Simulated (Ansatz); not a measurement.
This geometry of CH7BOSi2 (12 atoms, charge 0, multiplicity 1) is a first-order saddle point.

Computed with Ansatz, RKS PBE-D4/def2-SVP.

```xyz
12
Properties=species:S:1:pos:R:3
O 0.801 2.286 1.467
B 0.153 1.102 1.621
Si 0.623 -0.395 0.326
C 0.123 -0.200 -1.534
Si -0.910 -1.643 -0.806
H 0.507 2.961 2.109
H -0.697 0.978 2.493
H 1.986 -1.014 0.489
H -0.418 0.721 -1.819
H 0.896 -0.456 -2.283
H -0.603 -3.010 -1.341
H -2.384 -1.384 -0.688
```

Q: Which two structures does it join? (They come from a converged band through this point; their orientation in space is the band's.)

A: No bond is made or broken. The dihedral O1–B2–Si3–C4 goes from 10 to -165°.

Image 0:

```xyz
12
Properties=species:S:1:pos:R:3
O -0.643 1.904 1.207
B 0.138 0.905 1.708
Si 0.810 -0.458 0.409
C 0.554 -0.081 -1.471
Si -0.806 -1.318 -0.986
H -0.986 2.496 1.902
H 0.366 0.835 2.909
H 1.962 -1.362 0.737
H 0.248 0.957 -1.696
H 1.336 -0.441 -2.165
H -0.690 -2.693 -1.573
H -2.212 -0.800 -0.945
```

Image 8:

```xyz
12
Properties=species:S:1:pos:R:3
O 0.456 1.141 2.783
B 0.033 1.055 1.492
Si 0.753 -0.341 0.264
C 0.415 -0.052 -1.624
Si -0.890 -1.302 -1.036
H -0.018 1.830 3.287
H -0.842 1.800 1.063
H 1.955 -1.192 0.561
H 0.082 0.963 -1.906
H 1.189 -0.435 -2.314
H -0.749 -2.699 -1.561
H -2.309 -0.823 -0.975
```

Q: How far does it lie above each of them?

A: 19.1 kJ/mol above the first and 19.1 kJ/mol above the second. This is the barrier of this one path; another mechanism may lie lower.

Time of the run: 2.1 min on 2 threads of Intel(R) Xeon(R) 6975P-C (Granite Rapids), on a shared host, peak memory 0.17 GiB.
